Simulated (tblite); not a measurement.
Species: C₅H₈O₄.
SMILES with atom numbers: `[CH3:1][O:2][C:3](=[O:4])[CH2:5][O:6][C:7]([CH3:8])=[O:9]` (hydrogens: H10, H11, H12 on C1; H13, H14 on C5; H15, H16, H17 on C8)

Computed with GFN2-xTB (tblite), gas phase: Langevin dynamics at 400 K from the optimised GFN2-xTB geometry, time step 0.5 fs, friction 0.01 fs⁻¹, 2000 steps. The instantaneous temperature is 2·E(kin)/(3Nk) with all 3N coordinates.

```csv
t (fs),T (K),E(pot) above start (eV),C1–O2 (Å),O2–C3 (Å),C3=O4 (Å),C3–C5 (Å),C5–O6 (Å),C1–H10 (Å),C1–O2–C3–O4 (°)
0,345,0.000,1.425,1.330,1.198,1.528,1.413,1.092,2
50,323,0.490,1.418,1.373,1.214,1.550,1.435,1.122,5
100,386,0.521,1.449,1.325,1.194,1.510,1.440,1.075,-18
150,315,0.764,1.468,1.312,1.221,1.657,1.404,1.077,4
200,377,0.562,1.441,1.331,1.184,1.553,1.415,1.066,2
250,302,0.697,1.438,1.320,1.192,1.485,1.445,1.107,8
300,318,0.981,1.394,1.377,1.208,1.548,1.432,1.088,0
350,358,0.781,1.480,1.371,1.190,1.512,1.391,1.082,13
400,423,0.886,1.400,1.296,1.209,1.554,1.469,1.126,13
450,378,0.771,1.432,1.318,1.200,1.520,1.416,1.052,6
500,404,0.900,1.386,1.352,1.196,1.545,1.423,1.155,20
550,449,0.670,1.500,1.329,1.219,1.526,1.448,1.103,2
600,341,0.695,1.404,1.359,1.181,1.553,1.396,1.111,-1
650,475,0.542,1.439,1.331,1.178,1.526,1.389,1.068,4
700,515,0.557,1.493,1.314,1.233,1.567,1.426,1.111,1
750,432,1.040,1.405,1.347,1.186,1.532,1.489,1.078,19
800,645,0.913,1.465,1.342,1.193,1.484,1.456,1.111,-11
850,471,0.907,1.428,1.321,1.234,1.595,1.398,1.101,12
900,594,0.686,1.458,1.300,1.212,1.572,1.426,1.124,12
950,372,1.000,1.461,1.363,1.164,1.547,1.427,1.077,34
1000,538,0.928,1.472,1.359,1.222,1.538,1.425,1.105,-12
```

**Question.** From 500 fs on, how do temperature and potential energy compare with equipartition?

**Answer.** The mean temperature of these 11 frames is 476 K against the target 400 K, and the mean potential energy 0.80 eV against 45 × kT/2 = 0.78 eV for 45 classical harmonic modes. For 17 atoms in a canonical ensemble the temperature itself scatters by T·√(2/(3N)) = 79 K; here its standard deviation is 88 K. The whole run lasts only 10 friction times of 100 fs, so these averages carry a wide statistical error.

**Question.** What are the kinetic and total energies of the listed frame with the highest potential energy?

**Answer.** The one at 750 fs, 1.040 eV above the start. Its kinetic energy is 3NkT/2 = 0.948 eV at 432 K, so the sum is 1.99 eV; over the listed frames the sum runs from 0.76 to 2.33 eV, since the thermostat adds and removes energy.

**Question.** How much do the listed bonds fluctuate from 500 fs on?

**Answer.** 
| bond | at the start (Å) | mean (Å) | standard deviation (Å) |
| --- | --- | --- | --- |
| C1–O2 | 1.425 | 1.447 | 0.036 |
| O2–C3 | 1.330 | 1.338 | 0.020 |
| C3=O4 | 1.198 | 1.202 | 0.022 |
| C3–C5 | 1.528 | 1.544 | 0.028 |
| C5–O6 | 1.413 | 1.428 | 0.028 |
| C1–H10 | 1.092 | 1.104 | 0.023 |

The motion is classical and holds no zero-point motion.

What follows is the cost of the whole dynamics run. Hardware: one thread of an Arm Neoverse N1, no GPU (shared host). Cost: 19 s of wall time, 0.18 GiB resident at most.
